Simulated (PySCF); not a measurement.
GeI$_{4}$, charge +1, doublet, at a GFN2-xTB geometry (a state made from the parent by changing its charge; the spin is typed, not shown lowest) (core potentials on I). Base run: PySCF with DF-HF/def2-SV(P).

Input for PySCF:
```python
from pyscf import gto, scf

mol = gto.Mole()
mol.atom = '''
    I    -0.94723538    2.28003592   -0.77528747
    Ge    0.00000000   -0.00000000    0.00000000
    I    -1.76682607   -1.84844508   -0.39807758
    I     0.57370712    0.11642246    2.52075292
    I     2.14035434   -0.54801330   -1.34738787
'''
mol.basis = 'def2-sv(p)'
mol.ecp = {'I': 'def2-sv(p)'}
mol.charge = 1
mol.spin = 1
mol.verbose = 4
mol.build()

mf = scf.UHF(mol)
mf = mf.density_fit(auxbasis='def2-universal-jkfit')
mf.kernel()
```

Variants of this job, named by their change:

```json
[
 {"change": "base", "basis functions": "136", "E (Eh)": "-3261.52243", "HOMO (eV)": "-13.97", "core-seconds (rough)": "20"},
 {"change": "basis = LANL2DZ", "basis functions": "40", "E (Eh)": "-47.99614", "HOMO (eV)": "-13.80", "core-seconds (rough)": "2"},
 {"change": "basis = def2-SVP", "basis functions": "136", "E (Eh)": "-3261.52243", "HOMO (eV)": "-13.97", "core-seconds (rough)": "20"},
 {"change": "basis = def2-SVPD", "basis functions": "178", "E (Eh)": "-3261.53106", "HOMO (eV)": "-13.88", "core-seconds (rough)": "40"},
 {"change": "basis = def2-TZVP", "basis functions": "248", "E (Eh)": "-3261.83359", "HOMO (eV)": "-13.88", "core-seconds (rough)": "80"},
 {"change": "basis = def2-TZVPP", "basis functions": "248", "E (Eh)": "-3261.83359", "HOMO (eV)": "-13.88", "core-seconds (rough)": "90"}
]
```

Totals compare only among sets that treat the same electrons; sets with core potentials leave the core out.

Open shells are given as the SCF converged; they aren't shown to be the lowest states, and a large step between rows can be another state.
